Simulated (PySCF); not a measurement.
Cl3Hf, doublet, geometry from GFN2-xTB (such geometries of metal compounds can be far from the true shape) (the multiplicity is a formal guess) (core potentials on Hf); B3LYP/def2-SVP run with PySCF.

Input for PySCF:
```python
from pyscf import gto, scf, dft

mol = gto.Mole()
mol.atom = '''
    Hf    0.010519    0.029146    0.019842
    Cl    2.090261   -0.419428   -0.588395
    Cl   -0.859655   -0.973893    1.789929
    Cl   -1.275159    1.269880   -1.285572
'''
mol.basis = 'def2-svp'
mol.ecp = {'Hf': 'def2-svp'}
mol.charge = 0
mol.spin = 1
mol.verbose = 4
mol.build()

mf = dft.UKS(mol)
mf.xc = 'b3lyp'
mf.init_guess = '1e'
mf.kernel()
```

### Question
What does PySCF print? Leave out banner, timings and long lists.

### Answer

```
PySCF version 2.14.0

[INPUT] verbose = 4
[INPUT] num. atoms = 4
[INPUT] num. electrons = 63
[INPUT] charge = 0
[INPUT] spin (= nelec alpha-beta = 2S) = 1
[INPUT] symmetry False subgroup None
[INPUT] Mole.unit = angstrom
[INPUT] Symbol           X                Y                Z      unit          X                Y                Z       unit  Magmom
[INPUT]  1 Hf     0.010519000000   0.029146000000   0.019842000000 AA    0.019878029104   0.055077957627   0.037495945764 Bohr   0.0
[INPUT]  2 Cl     2.090261000000  -0.419428000000  -0.588395000000 AA    3.950020818859  -0.792604048974  -1.111905403063 Bohr   0.0
[INPUT]  3 Cl    -0.859655000000  -0.973893000000   1.789929000000 AA   -1.624512511613  -1.840391044631   3.382475592417 Bohr   0.0
[INPUT]  4 Cl    -1.275159000000   1.269880000000  -1.285572000000 AA   -2.409701275274   2.399725411063  -2.429378993409 Bohr   0.0

nuclear repulsion = 266.158397736648
number of shells = 36
number of NR pGTOs = 165
number of NR cGTOs = 86
basis = def2-svp
ecp = {'Hf': 'def2-svp'}

******** <class 'pyscf.dft.uks.UKS'> ********
method = UKS
initial guess = 1e
damping factor = 0
level_shift factor = 0
DIIS = <class 'pyscf.scf.diis.CDIIS'>
diis_start_cycle = 1
diis_space = 8
diis_damp = 0
SCF conv_tol = 1e-09
SCF conv_tol_grad = None
SCF max_cycles = 50
direct_scf = True
direct_scf_tol = 1e-13
number electrons alpha = 32  beta = 31
XC library pyscf.dft.libxc version 7.1.2
    S. Lehtola, C. Steigemann, M. J. T. Oliveira, and M. A. L. Marques,  SoftwareX 7, 1–5 (2018)
XC functionals = b3lyp
    P. J. Stephens, F. J. Devlin, C. F. Chabalowski, and M. J. Frisch,  J. Phys. Chem. 98, 11623 (1994)
radial grids:
    Treutler-Ahlrichs [JCP 102, 346 (1995); DOI:10.1063/1.469408] (M4) radial grids

becke partition: Becke, JCP 88, 2547 (1988); DOI:10.1063/1.454033
pruning grids: <function nwchem_prune>
grids dens level: 3
symmetrized grids: False
atomic radii adjust function: <function treutler_atomic_radii_adjust>
small_rho_cutoff = 0
Set gradient conv threshold to 3.16228e-05
Initial guess from hcore.

tot grids = 80432
init E= -1410.40363806653
cycle= 1 E= -1412.83575331155  delta_E= -2.43  |g|=  4.1  |ddm|= 23.2
cycle= 2 E= -1406.86421071198  delta_E= 5.97  |g|= 6.17  |ddm|= 19.3
cycle= 3 E= -1426.69378082225  delta_E= -19.8  |g|= 1.71  |ddm|= 4.54
cycle= 4 E= -1428.11885552249  delta_E= -1.43  |g|= 0.69  |ddm|= 2.94
cycle= 5 E= -1428.35840296237  delta_E= -0.24  |g|= 0.347  |ddm|= 1.68
cycle= 6 E= -1428.42890014108  delta_E= -0.0705  |g|= 0.036  |ddm|= 0.441
cycle= 7 E= -1428.42968207283  delta_E= -0.000782  |g|= 0.0162  |ddm|= 0.0849
cycle= 8 E= -1428.42982941124  delta_E= -0.000147  |g|= 0.00365  |ddm|= 0.0201
cycle= 9 E= -1428.42983773434  delta_E= -8.32e-06  |g|= 0.00173  |ddm|= 0.00996
cycle= 10 E= -1428.42983972625  delta_E= -1.99e-06  |g|= 0.000378  |ddm|= 0.00279
cycle= 11 E= -1428.42983983123  delta_E= -1.05e-07  |g|= 8.03e-05  |ddm|= 0.000738
cycle= 12 E= -1428.42983984471  delta_E= -1.35e-08  |g|= 3.65e-05  |ddm|= 0.000339
cycle= 13 E= -1428.42983984772  delta_E= -3e-09  |g|= 1.68e-05  |ddm|= 0.000149
cycle= 14 E= -1428.42983984903  delta_E= -1.32e-09  |g|= 8.67e-06  |ddm|= 0.000137
cycle= 15 E= -1428.42983984925  delta_E= -2.11e-10  |g|= 4.06e-06  |ddm|= 5.61e-05
Extra cycle  E= -1428.42983984926  delta_E= -1.59e-11  |g|= 4.97e-06  |ddm|= 1.72e-05
converged SCF energy = -1428.42983984926  <S^2> = 0.7512816  2S+1 = 2.0012812
```
